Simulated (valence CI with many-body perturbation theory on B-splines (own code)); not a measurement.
## Energy levels of Hg³⁸⁺

Computed by configuration interaction combined with many-body perturbation theory (CI+MBPT): six valence electrons over a frozen Dirac-Fock core [Kr], a basis of 7 s, 7 p, 8 d, 6 f, 4 g, 1 h functions for each j, with the one-electron correlation potential Σ1, the two-electron term Σ2, the three-electron term Σ3, Breit, model QED; selected CI, second order for the rest, scaled by the run's own slope (own B-spline code, finite nucleus).

No measured spectrum was set against this ion. As an estimate, large intervals hold to a few tenths of a per cent, small ones and those within an open d or f shell to about a per cent. Core correlation moves these levels by up to 10000 cm⁻¹, and in measured spectra 5 to 20 % of such shifts remained as error; rates that hang on mixing are uncertain with them. Among the levels kept, up to 720 cm⁻¹ of a level comes from second order outside the variational space, and about a tenth of that is noise between levels of different J, which matters for small intervals. Only levels of the ground parity were solved; by the run's estimate the other parity begins above the list, which can be wrong where configurations are misplaced.

Levels 1 to 34 of 34, with energies above the lowest level, (4d3/2^4 4d5/2^2) J=4. "Leading %" is the weight of the configuration and term that name the level; weights of strongly mixed levels are sums over their largest components and can fall short, and the name can then belong to a minority configuration. In the jj column 3d3/2^4 stands for four electrons in 3d with j = 3/2. Lifetimes count E1, E2, E3, M1 and M2 decay at the calculated energies, and are blank where another channel may lead or the interval is too uncertain; long ones can be off by a factor of two.

```csv
No.,Configuration,Term,J,E (cm⁻¹),Leading %,Leading jj,g,Lifetime
1,4d6,3F,4,0,40,4d3/2^4 4d5/2^2 (97 %),1.252,
2,4d6,3P,2,24582,39,4d3/2^4 4d5/2^2 (96 %),1.272,231 s
3,4d6,3P,0,84270,53,4d3/2^4 4d5/2^2 (91 %),,763 ms
4,4d6,5D,3,187530,63,4d3/2^3 4d5/2^3 (96 %),1.356,5.74 μs
5,4d6,5D,4,194510,44,4d3/2^3 4d5/2^3 (96 %),1.179,6.15 μs
6,4d6,5D,1,203770,48,4d3/2^3 4d5/2^3 (97 %),1.286,5.17 μs
7,4d6,3G,5,223100,60,4d3/2^3 4d5/2^3 (99 %),1.130,27.0 μs
8,4d6,3H,6,225550,66,4d3/2^3 4d5/2^3 (99 %),1.106,146 ms
9,4d6,3F,2,243550,48,4d3/2^3 4d5/2^3 (96 %),0.980,8.89 μs
10,4d6,3D,3,249110,31,4d3/2^3 4d5/2^3 (98 %),1.059,12.6 μs
11,4d6,3P,0,277020,67,4d3/2^3 4d5/2^3 (89 %),,185 μs
12,4d6,3P,1,291860,64,4d3/2^3 4d5/2^3 (96 %),1.202,12.2 μs
13,4d6,3D,2,294460,33,4d3/2^3 4d5/2^3 (91 %),1.124,40.5 μs
14,4d6,1G,4,295280,43,4d3/2^3 4d5/2^3 (96 %),1.050,176 μs
15,4d6,3F,3,301530,56,4d3/2^3 4d5/2^3 (99 %),1.064,18.8 μs
16,4d6,5D,2,397630,62,4d3/2^2 4d5/2^4 (96 %),1.442,2.52 μs
17,4d6,5D,0,408470,62,4d3/2^2 4d5/2^4 (96 %),,2.26 μs
18,4d6,3H,4,421060,42,4d3/2^2 4d5/2^4 (98 %),1.101,3.05 μs
19,4d6,5D,3,429710,29,4d3/2^2 4d5/2^4 (94 %),1.203,3.32 μs
20,4d6,3H,5,436330,60,4d3/2^2 4d5/2^4 (99 %),1.094,5.49 μs
21,4d6,1I,6,450420,66,4d3/2^2 4d5/2^4 (99 %),1.051,8.78 μs
22,4d6,3F,3,455580,42,4d3/2^2 4d5/2^4 (98 %),0.974,4.89 μs
23,4d6,3D,1,462010,49,4d3/2^2 4d5/2^4 (95 %),0.999,3.97 μs
24,4d6,1G,4,473300,51,4d3/2^2 4d5/2^4 (96 %),1.048,6.07 μs
25,4d6,3F,2,475120,34,4d3/2^2 4d5/2^4 (96 %),1.050,5.33 μs
26,4d6,3F,2,513960,67,4d3/2^2 4d5/2^4 (97 %),0.884,3.38 μs
27,4d6,3F,4,528750,61,4d3/2^2 4d5/2^4 (97 %),1.158,5.27 μs
28,4d6,1D,2,585870,78,4d3/2^2 4d5/2^4 (96 %),1.025,5.56 μs
29,4d6,3P,1,631820,62,4d3/2 4d5/2^5 (98 %),1.496,1.43 μs
30,4d6,1S,0,642560,78,4d3/2^2 4d5/2^4 (92 %),,3.79 μs
31,4d6,1G,4,676890,39,4d3/2 4d5/2^5 (97 %),1.031,2.08 μs
32,4d6,3P,2,693430,32,4d3/2 4d5/2^5 (96 %),1.186,2.20 μs
33,4d6,3F,3,700050,38,4d3/2 4d5/2^5 (97 %),1.066,2.38 μs
34,4d6,3P,0,889990,59,4d5/2^6 (95 %),,1.11 μs
```

The ionisation energy to 4d5 4P_5/2 of the next ion comes out as 1782.3 eV (NIST: 1780 ± 4 eV (theoretical)). All 34 levels together are meant to be complete up to 924500 cm⁻¹.
